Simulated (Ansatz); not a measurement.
InH2Br, relaxed as a singlet with RKS r2SCAN-D4/def2-TZVP in Ansatz, starting from the GFN2-xTB geometry. Force threshold 0.02 eV/Å.

In the def2 sets In takes a core potential; there is no spin–orbit coupling.

Start:

Cartesian coordinates in Å:
```
In -0.003 0.065 -0.187
H -1.499 0.495 -0.891
H 1.461 0.159 -1.061
Br 0.040 -0.719 2.139
```

```json
{"step": "1", "energy (eV)": "-75255.2164", "largest force component (eV/Å)": "0.427", "SCF passes": "14"}
{"step": "2", "energy (eV)": "-75255.2468", "largest force component (eV/Å)": "0.371", "SCF passes": "19"}
{"step": "3", "energy (eV)": "-75255.2480", "largest force component (eV/Å)": "0.467", "SCF passes": "19"}
{"step": "4", "energy (eV)": "-75255.2635", "largest force component (eV/Å)": "0.007", "SCF passes": "20"}
```

Force components are those of the run's own axes.

End:

```xyz
4

In   -0.005    0.094   -0.281
H    -1.577    0.479   -0.809
H     1.543    0.124   -0.987
Br    0.040   -0.697    2.077
```

By distances, no bond broke or formed. The bond that changes most is In1–Br4, from 2.45 to 2.49 Å (atoms count from 1).

No frequencies were taken in this run, so the end may be a saddle point.

Hardware: 4 threads of Arm Neoverse V2 on a shared host. Wall time 3.7 s.
